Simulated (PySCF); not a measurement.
## Continuum solvent and chemical shifts

Numbering as in the mapped SMILES `[BH2:1][NH:2][c:3]1[cH:4][cH:5][cH:6][c:7]([F:8])[cH:9]1` (H(Xn): hydrogen on atom n).

GIAO PBE0/pcSseg-1 in PySCF 2.14.0 with density-fitted response routines on one PBE0-D3(BJ)/def2-SVP conformer, non-relativistic, equivalent nuclei averaged. Solvents enter as an IEF-PCM continuum (chloroform with ε = 4.7, methanol with ε = 32.6) around the gas-phase geometry. Shifts are referred to BF3·OEt2, TMS, CFCl3 computed in the same medium.

In chloroform, δ in ppm: B1 36.8, C7 171.8, C3 151.0, C5 137.4, C6 115.5, C4 115.2, C9 111.3, F8 -113.3, H(C4) 7.78, H(C5) 7.54, H(N2) 7.02, H(C6) 6.96, H(C9) 6.70, H(B1) 5.28. Dipole moment 0.27 D.

(1) How does each δ change in the more polar medium?

(2) Which nuclei move most (in ppm), and what does the model miss?

Answers

(1) 
| atoms | environment | Δδ, methanol |
| --- | --- | --- |
| B1 | boron bonded to N, 2 H | 0.0 |
| C7 | aromatic carbon bearing fluorine | +0.3 |
| C3 | aromatic carbon bearing nitrogen | +0.5 |
| C5 | aromatic CH | +0.4 |
| C6 | aromatic CH | +0.2 |
| C4 | aromatic CH | +0.4 |
| C9 | aromatic CH | +0.6 |
| F8 | aryl fluorine | -0.6 |
| H(C4) | hydrogen on an aromatic CH | +0.05 |
| H(C5) | hydrogen on an aromatic CH | +0.07 |
| H(N2) | hydrogen on an aniline-type nitrogen | +0.21 |
| H(C6) | hydrogen on an aromatic CH | +0.06 |
| H(C9) | hydrogen on an aromatic CH | +0.14 |
| H(B1) | hydrogen on a boron bonded to N | -0.02 |

Changes are relative to chloroform. The dipole moment becomes 0.32 D in methanol.

(2) C9 (aromatic CH, +0.6 ppm) and F8 (aryl fluorine, -0.6 ppm) in methanol. A continuum only polarises the solute; specific hydrogen bonds, the anisotropy of aromatic solvents and changes of geometry or conformer are outside it.
